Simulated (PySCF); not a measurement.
Fill in the blanks.

C₄H₅BF₃NO.
Structure used (PBE0-D3(BJ)/def2-SVP), in Å, numbered top down from 1:
```xyz
15
C4H5BF3NO angstrom
B      3.3732    0.5694    0.3008
N      1.9436    0.0359    0.3062
C      0.8689   -0.3736    0.3194
C     -0.4816   -0.8914    0.3354
C     -1.4455   -0.0534   -0.4935
O     -1.1580    0.9380   -1.0879
C     -2.8898   -0.6007   -0.4932
F     -3.6779    0.1309   -1.2430
F     -3.3520   -0.6115    0.7590
F     -2.8907   -1.8571   -0.9421
H      3.6825    0.6913    1.4782
H      3.3256    1.6363   -0.2939
H      4.0382   -0.2749   -0.2836
H     -0.4964   -1.9303   -0.0373
H     -0.8578   -0.9347    1.3728
```

| property | level | value |
| --- | --- | --- |
| rotational constants A, B, C | PBE0-D3(BJ)/def2-SVP | 3.445, 0.577, 0.546 GHz |
| dipole moment | PBE0/def2-SVPD | 6.50 D |
| HOMO energy | PBE0/def2-SVPD | -7.92 eV |
| LUMO energy | PBE0/def2-SVPD | -2.84 eV |
| lowest singlet excitation | TDDFT PBE0/def2-SVPD | 4.20 eV (295 nm, f = 0.000) |
| strongest line among the 10 lowest singlet transitions | TDDFT PBE0/def2-SVPD | ? |
| lowest triplet excitation (Tamm–Dancoff) | TDA PBE0/def2-SVPD | 3.68 eV |
| static isotropic polarisability | PBE0/def2-SVPD | 83.7 au |
| vertical ionisation energy | ΔSCF PBE0/def2-SVPD | 10.12 eV |
| vertical electron affinity | ΔSCF PBE0/def2-SVPD | 0.74 eV |
| electronic spatial extent ⟨r²⟩ about the centre of nuclear charge | PBE0/def2-SVPD | 1970 bohr² |
| 13C chemical shifts (computed TMS as zero) by class | GIAO PBE0/pcSseg-1 | ? |
| 1H chemical shifts (computed TMS as zero) by class | GIAO PBE0/pcSseg-1 | 3.88 (H14/H15), 2.28 (H11/H12/H13) ppm |
| isotropic shieldings of nuclei other than C and H, by class | GIAO PBE0/pcSseg-1 | 137 (B1), 11 (N2), -353 (O6), 270 (F8/F9/F10) ppm |
| largest of the computed one-bond spin–spin couplings (means over like bonds) | B3LYP/pcJ-1, spin–dipole term left out for some pairs | ? |

Gas-phase values; electronic properties from PySCF, density fitting. One conformer (not necessarily the lowest) at the PBE0-D3(BJ)/def2-SVP geometry, without solvent or vibrations. NMR classes are plain means over equivalent atoms (diastereotopic ones count apart unless rotation or inversion swaps them), as if these changed places fast; in this geometry the members of some classes differ.

(1) What are the 13C chemical shifts (computed TMS as zero) by class?

(2) What is the strongest line among the 10 lowest singlet transitions?

(3) The largest of the computed one-bond spin–spin couplings (means over like bonds)?

Results:

(1) 186.2 (C5), 119.8 (C7), 107.7 (C3), 27.6 (C4) ppm.

(2) S7 at 6.55 eV (189 nm, f = 0.603).

(3) 19F–13C -357.5 (F8–C7 and 2 like it), 13C–1H +142.4 (C4–H14 and 1 like it), 11B–1H +115.5 (B1–H11 and 2 like it), 15N–11B -8.9 (N2–B1) Hz.

From the two ΔSCF values, the fundamental gap I − A is 9.38 eV and the Mulliken electronegativity (I + A)/2 is 5.43 eV. The rotational constants make it an asymmetric top with κ = (2B − A − C)/(A − C) = -0.98, nearer the prolate limit (−1). The largest Löwdin shares of the LUMO are 0.39 on C5, 0.36 on O6, 0.07 on C4 and 0.05 on C7. No computed singlet falls in the visible range (750 to 380 nm, 1.65 to 3.26 eV); S1 lies 0.94 eV above its blue end. −ε(LUMO) is 2.84 eV against a ΔSCF electron affinity of 0.74 eV. The ΔSCF ionisation energy exceeds −ε(HOMO) by 2.20 eV with PBE0.
